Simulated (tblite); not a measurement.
Species: C5H12S2Si.
Atom-mapped SMILES: `[CH3:1][C@@H:2]1[SiH2:3][S:4][CH2:5][CH2:6][C@H:7]1[SH:8]` (hydrogens: H9, H10, H11 on C1; H12 on C2; H13, H14 on Si3; H15, H16 on C5; H17, H18 on C6; H19 on C7; H20 on S8)

The geometry is computed with GFN2-xTB (gas phase).

What internal coordinates does the optimisation give?

| bond | length (pm) |
| --- | --- |
| C1–C2 | 152.7 |
| C2–Si3 | 191.1 |
| Si3–S4 | 213.6 |
| S4–C5 | 183.1 |
| C5–C6 | 152.1 |
| C6–C7 | 152.7 |
| C7–S8 | 184.7 |
| C2–C7 | 152.5 |
| C1–H9, C1–H10, C1–H11 | 108.8 |
| C2–H12 | 109.8 |
| Si3–H13 | 145.2 |
| Si3–H14 | 146.3 |
| C5–H15 | 108.9 |
| C5–H16 | 109.0 |
| C6–H17 | 109.4 |
| C6–H18 | 109.4 |
| C7–H19 | 109.4 |
| S8–H20 | 133.2 |

Bonds in one row agree within 1 pm and their mean is given. A selection of angles:
| angle | degrees |
| --- | --- |
| C1–C2–Si3 | 109.7 |
| C1–C2–C7 | 111.9 |
| Si3–C2–C7 | 111.0 |
| C2–Si3–S4 | 107.1 |
| Si3–S4–C5 | 97.4 |
| S4–C5–C6 | 113.4 |
| C5–C6–C7 | 114.3 |
| C6–C7–S8 | 108.0 |
| C2–C7–C6 | 114.1 |
| C2–C7–S8 | 111.3 |
| H20–S8–C7 | 95.6 |

Dihedral angles: C1–C2–Si3–S4 -172° (antiperiplanar); C2–Si3–S4–C5 44° (synclinal); Si3–S4–C5–C6 -57° (synclinal); S4–C5–C6–C7 75° (synclinal); C5–C6–C7–S8 162° (antiperiplanar); C1–C2–C7–C6 -178° (antiperiplanar); H20–S8–C7–C6 64° (synclinal).

Of the pairs four or more bonds apart, S8···H11 is among the closest relative to their van der Waals radii: 2.67 Å, 89 % of the sum of Bondi's values. The 6-membered ring C2–Si3–S4–C5–C6–C7 has internal angles of 97.4° to 114.3° (sum 657°, against 720° for a flat polygon); it is puckered, 0.28 Å rms from its mean plane, widest ring torsion 75°. Si3 (SiH2 silicon) is distorted tetrahedral (angles from 105.7° to 113.6°).

Point group: C1 (no symmetry element, even within 0.4 Å). Its GFN2-xTB frequencies are all real (lowest 74 cm⁻¹). The numbers are those of one conformer (C6–C7–S8–H 64°, C1–C2–Si3–S4 -172°, C2–Si3–S4–C5 44°, Si3–S4–C5–C6 -57°, S4–C5–C6–C7 75°). 3 starts were optimised and ended at 0.00, 2.17 and 4.62 kcal/mol (GFN2-xTB); the lowest of these is shown.
